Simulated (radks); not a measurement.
The numbers below are computed, except where a source is named.
Bi16+, 67 electrons, occupied as [Kr] 4d10 4f14 5s2 5p5.

Code: a radial shooting solver on a logarithmic mesh with Libxc functionals. Model: scalar-relativistic Kohn-Sham, r2SCAN, spin-polarised, spherical densities, finite nucleus; open shells are filled with parallel spins first (spin-orbit coupling, left out, can overturn this in heavy ions); meta-GGA in the generalised Kohn-Sham scheme; Fermi nuclear charge, rms radius 5.5211 fm.

Energy parts (hartree):
part                       energy
total                 -21442.1311
kinetic                24315.8149
electron-nucleus      -52762.0997
Hartree                 7386.8351
exchange-correlation    -382.6814

Orbitals (lengths in bohr, moments of r in powers of bohr; r(max) is where P^2 peaks):
| orbital | occ. | eigenvalue (hartree) | r(max) |
|---|---|---|---|
| 1s up | 1 | -3346.646 | 0.009660 |
| 1s down | 1 | -3346.634 | 0.009660 |
| 2s up | 1 | -612.6274 | 0.05618 |
| 2s down | 1 | -612.6248 | 0.05618 |
| 2p up | 3 | -525.9144 | 0.04690 |
| 2p down | 3 | -525.9070 | 0.04690 |
| 3s up | 1 | -157.5345 | 0.1583 |
| 3s down | 1 | -157.5306 | 0.1583 |
| 3p up | 3 | -132.6487 | 0.1587 |
| 3p down | 3 | -132.6432 | 0.1587 |
| 3d up | 5 | -107.5926 | 0.1295 |
| 3d down | 5 | -107.5864 | 0.1295 |
| 4s up | 1 | -45.60941 | 0.3554 |
| 4s down | 1 | -45.59772 | 0.3554 |
| 4p up | 3 | -37.39817 | 0.3750 |
| 4p down | 3 | -37.38695 | 0.3751 |
| 4d up | 5 | -27.95726 | 0.3803 |
| 4d down | 5 | -27.94400 | 0.3804 |
| 4f up | 7 | -17.56495 | 0.3405 |
| 4f down | 7 | -17.54817 | 0.3405 |
| 5s up | 1 | -17.10881 | 0.7516 |
| 5s down | 1 | -17.02032 | 0.7509 |
| 5p up | 3 | -14.50590 | 0.8209 |
| 5p down | 2 | -14.41728 | 0.8206 |
| 5d up | 0 | -11.31917 | 0.9150 |
| 5d down | 0 | -11.24256 | 0.9152 |
| 6s up | 0 | -8.68849 | 1.407 |
| 6s down | 0 | -8.67146 | 1.415 |

The highest occupied level is 5p down at -392.31 eV. Spin moment in Bohr magnetons: 1. The spin density at the nucleus is -6.57 e/bohr^3 (1s -6.30, 2s 2.70, 3s 4.67, 4s 5.91, 5s -13.55). For comparison, the ionisation energy in NIST's Atomic Spectra Database is 409 eV (theoretical). In exact Kohn-Sham theory the highest level is minus the ionisation energy, but local and semilocal functionals leave it too shallow, through self-interaction and a potential that decays too fast; potentials with the right tail come closer. The density falls to 0.001 e/bohr^3 at r = 1.88 bohr.
